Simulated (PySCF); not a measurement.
UHF on C (carbon, neutral), [He] 2s1 2p2 3d1, one real determinant (an excited configuration). Calculation: PySCF 2.14, in aug-cc-pV5Z; the non-relativistic Hamiltonian (point nucleus).

```
cycle= 1 E= -37.1628851658022  delta_E= -0.0065  |g|= 0.0296  |ddm|= 0.376
cycle= 2 E= -37.2059584721424  delta_E= -0.0431  |g|= 0.0645  |ddm|= 1.36
cycle= 3 E= -37.1598443756791  delta_E= 0.0461  |g|= 0.0141  |ddm|= 1.58
cycle= 4 E= -37.1586474439343  delta_E= 0.0012  |g|= 0.00175  |ddm|= 0.296
cycle= 5 E= -37.15866377189  delta_E= -1.63e-05  |g|= 0.00106  |ddm|= 0.0424
cycle= 6 E= -37.158656322663  delta_E= 7.45e-06  |g|= 0.000231  |ddm|= 0.0136
cycle= 7 E= -37.1586561082551  delta_E= 2.14e-07  |g|= 6.78e-05  |ddm|= 0.00261
cycle= 8 E= -37.1586560935568  delta_E= 1.47e-08  |g|= 7.68e-06  |ddm|= 0.00114
cycle= 9 E= -37.1586560934773  delta_E= 7.95e-11  |g|= 8.32e-07  |ddm|= 0.000133
converged SCF energy = -37.1586560934773  <S^2> = 6.0000095  2S+1 = 5.0000038
```

Highest occupied orbital energy: 0.115 eV; ⟨L²⟩ = 8.00; populations by l: s 3.00, p 2.00, d 1.00, f 0.00.

Problem. Can this result be used?

Solution. Not for this state. Self-consistency was reached. ⟨L²⟩ = 8.00 against 12 for a pure F term, so this real determinant mixes terms. The outer electron is Rydberg-like, and this basis confines it to a smaller radius and binds it less than a complete one would. At UHF the highest occupied level has a positive energy, so only the finite basis holds that electron; for this excited configuration the basis is too tight for the outer shell.
